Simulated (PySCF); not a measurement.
**Correlation energy of Rh (rhodium, neutral)**

Starting occupation: [Kr] 4d7 5s2, 4d3/2 with m_j = +1/2, +3/2, 4d5/2 with m_j = -3/2, -1/2, +1/2, +3/2, +5/2. Calculation: PySCF 2.14, in x2c-TZVPall-2c with one added diffuse shell each of s, p, d type (9s10p8d1f, 86 functions); X2C-1e with screened-nucleus spin-orbit coupling, Gaussian nucleus. Frozen: [Ar] 3d10; 17 electrons correlated; the 6 highest virtual spinors left out.

MP2 pair energies summed by pair of shells (mhartree):

| pair | energy | share (%) |
| --- | --- | --- |
| 4d-4p | -139.87 | 32.3 |
| 4d-4d | -121.44 | 28.1 |
| 4p-4p | -51.53 | 11.9 |
| 4d-5s | -42.22 | 9.8 |
| 4p-4s | -21.69 | 5.0 |
| 5s-5s | -19.10 | 4.4 |
| 4d-4s | -17.45 | 4.0 |
| 4p-5s | -14.68 | 3.4 |
| 4s-4s | -3.54 | 0.8 |
| 4s-5s | -0.90 | 0.2 |

Total MP2 correlation energy: -432.43 mhartree.

The GHF reference relaxed away from the jj start to a determinant that is no pure jj level (⟨S²⟩ = 3.72, ⟨J²⟩ = 24.77); the energies belong to that determinant.

This basis was not built for core-valence correlation, so the inner-shell part is incomplete.
